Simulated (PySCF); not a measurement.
Gas-phase reaction: MoOF₄ + O₂ ⇌ MoO₃ + 4 F

Method: PySCF energies (xtb for GFN2) plus ideal-gas RRHO corrections (1 bar). S°(298 K) at PBE0/def2-TZVP differs from the NASA 1993 table for MoO₃ (+7 J/mol/K); whether the harmonic model or the table's entry is off was not settled. † marks an energy on the PBE0/def2-TZVP geometry and frequencies; other levels use their own. MP2 and CCSD(T) freeze the core. Open shells (unrestricted): O₂ (multiplicity 3), F (multiplicity 2, electronic degeneracy 6); the rest are closed-shell singlets. GFN2 has no spin-polarisation term. Spin-orbit splitting is ignored; it lowers the true energy and changes the entropy of F. Mo: scalar-relativistic def2 core potential, no spin-orbit coupling. MP2 isn't extrapolated to the basis-set limit; its ΔH°(298 K) is 1234.3 kJ in def2-SVP and 1264.8 kJ in def2-TZVPP. CCSD(T) isn't extrapolated to the basis-set limit; its ΔH°(298 K) is 1207.9 kJ in def2-SVP and 1246.5 kJ in def2-TZVPP. The harmonic model lacks anharmonicity and excited electronic states, which grow with temperature; levels with a mode under 35 cm⁻¹ are left out. Strong static correlation: MoO₃. Soft modes under 120 cm⁻¹ make the harmonic entropy rough for MoOF₄. Warning, large T1 diagnostic: MoO₃, MoOF₄ (CCSD(T)/def2-SVP†).

| level | ΔE electronic, kJ | ΔH°(298 K), kJ | ΔS°(298 K), J/K | ΔG°(1600 K), kJ |
|---|---|---|---|---|
| BLYP/def2-TZVP† | 1369 | 1357 | 385 | 734 |
| CCSD(T)/def2-SVP† | 1219 | 1208 | 385 | 585 |
| GFN2-xTB | 1345 | 1334 | 389 | 706 |
| MP2/def2-TZVPP† | 1276 | 1265 | 385 | 642 |
| PBE/def2-SVP | 1498 | 1487 | 383 | 868 |
| r2SCAN/def2-TZVP† | 1376 | 1365 | 385 | 742 |
| ωB97X-V/def2-TZVP† | 1358 | 1347 | 385 | 724 |
ΔH° is lowest at CCSD(T)/def2-SVP† and highest at PBE/def2-SVP. No reference value is set beside these.
